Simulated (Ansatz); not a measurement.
Molecule: sum formula BN2H3Br, net charge -1, singlet state. It need not be the lowest isomer of its formula. Whether it binds its extra electron was not tested at this geometry. 
Geometry from a B3LYP-D3(BJ)/def2-TZVP (Ansatz, a first-principles code) optimisation:
```xyz
7

N      1.3353    -1.8044    -0.2796
B      0.1575    -1.1910    -0.1903
N     -1.2121    -1.6618    -0.2894
Br    -0.0165     1.0067     0.1463
H      2.1665    -1.2344    -0.2283
H     -1.3176    -2.6546    -0.1368
H     -1.9221    -1.1259     0.1802
```
Charge -1, spin multiplicity 1.

Total electronic energies in hartree. Correlated levels leave the core frozen unless marked. Spin-orbit coupling is left out. Frozen are the shells of the preceding noble gas and the d and f shells that filled before the atom's block. No relativistic terms. CBS(X,Y): correlation extrapolated as X^-3; Hartree-Fock from the larger set.

| level | program | energy (Eh) |
|---|---|---|
| HF/aug-cc-pVTZ | Ansatz | -2707.95897 |
| PBE/def2-TZVPD | Ansatz | -2709.95171 |
| r2SCAN-D3(BJ)/def2-TZVPD | Ansatz + dftd3 | -2710.41865 |
| B97M-V/def2-TZVPD | Ansatz | ? |
| B3LYP-D3(BJ)/def2-TZVPD | Ansatz + dftd3 | ? |
| PBE0/def2-SVP | Ansatz | ? |
| PBE0/def2-QZVPP | Ansatz | -2710.10747 |
| BHLYP-D4/def2-TZVPD | Ansatz + dftd4 | -2710.42686 |
| B2GP-PLYP-D3(BJ)/def2-TZVPD | Ansatz + dftd3 | -2709.81018 |
| B2GP-PLYP-D4/def2-TZVPD | Ansatz + dftd4 | -2709.80887 |
| MP2/aug-cc-pVTZ | Ansatz | -2708.67426 |
| MP2/aug-cc-pVQZ | Ansatz | -2708.73338 |
| RI-MP2/cc-pVQZ | Ansatz | -2708.72169 |
| CCSD/aug-cc-pVQZ | Ansatz | -2708.74854 |
| CCSD(T)/CBS(aug-cc-pVTZ,aug-cc-pVQZ) | Ansatz | -2708.8184 |

Task: Some entries are withheld; supply them.

Result: 
- B97M-V/def2-TZVPD, energy (Eh): -2710.03710
- B3LYP-D3(BJ)/def2-TZVPD, energy (Eh): -2710.55608
- PBE0/def2-SVP, energy (Eh): -2709.56158
